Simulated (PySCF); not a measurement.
This PySCF input asks for the NMR shieldings of SMILES [BH3-][N+]1(C)CC=CC1, C$_{5}$H$_{12}$BN; the geometry comes from GFN2-xTB.

```python
import basis_set_exchange as bse
import numpy as np
from pyscf import gto, dft
from pyscf.prop import nmr

atoms = """
B    -1.574110   -1.035908   -0.508425
N    -0.365574   -0.042827   -0.015811
C    -0.938140    1.147305    0.608182
C     0.507145    0.363946   -1.136291
C     1.869480    0.493448   -0.522765
C     1.889778   -0.112351    0.651891
C     0.543617   -0.707024    0.940717
H    -1.042479   -1.981098   -1.008919
H    -2.187064   -1.325870    0.472334
H    -2.219723   -0.411509   -1.292625
H    -1.552963    0.847428    1.453820
H    -0.153347    1.829361    0.946613
H    -1.580603    1.654211   -0.108398
H     0.141499    1.279276   -1.602320
H     0.500793   -0.426984   -1.891283
H     2.679037    0.993778   -1.021655
H     2.719590   -0.216036    1.326293
H     0.547377   -1.780955    0.734225
H     0.205885   -0.558942    1.966955
"""
names = dict.fromkeys(["B", "N", "C", "H"], "pcSseg-1")
basis = {el: gto.basis.parse(bse.get_basis(n, elements=[el], fmt="nwchem")) for el, n in names.items()}
mol = gto.M(atom=atoms, basis=basis, charge=0, verbose=0)
mf = dft.RKS(mol, xc="PBE0")
mf.grids.level = 2
mf.grids.alignment = dft.numint.BLKSIZE   # the property module wants whole blocks of grid points
mf.conv_tol = 1e-9
mf.kernel()

calc = nmr.RKS(mf)   # GIAO
C = mf.mo_coeff
Co = C[:, mf.mo_occ > 0]
resp = mf.gen_response(singlet=True, hermi=2)
def vind(x):   # induced exchange potential for any number of trial vectors
    d = np.einsum("pi,xij,qj->xpq", C, 2 * x.reshape(-1, C.shape[1], Co.shape[1]), Co, optimize=True)
    return np.einsum("xpq,pi,qj->xij", resp(d - d.transpose(0, 2, 1)), C, Co, optimize=True).ravel()
mo1, _ = nmr.rhf.solve_mo1(calc, with_cphf=vind)
sigma = calc.kernel(mo1)
for i, s in enumerate(sigma):   # ppm
    print("%2d %-2s %9.2f" % (i, mol.atom_pure_symbol(i), np.trace(s) / 3))
```

Task: Give the expected output.

Result: 
```
 0 B     114.72
 1 N     197.27
 2 C     134.94
 3 C     115.17
 4 C      52.07
 5 C      52.04
 6 C     115.20
 7 H      29.58
 8 H      29.49
 9 H      29.49
10 H      29.06
11 H      29.08
12 H      29.06
13 H      28.31
14 H      27.31
15 H      25.81
16 H      25.81
17 H      27.31
18 H      28.30
```

These numbers come from an equivalent density-fitted implementation of the same equations, which agrees with the script to about 0.01 ppm for H and up to a few tenths of a ppm for heavy atoms, so last digits may differ.

Size and cost of the density-fitted run: 179 basis functions, 37 s wall time on 1 thread of an Arm Neoverse V1, shared host; peak memory 0.87 GiB.
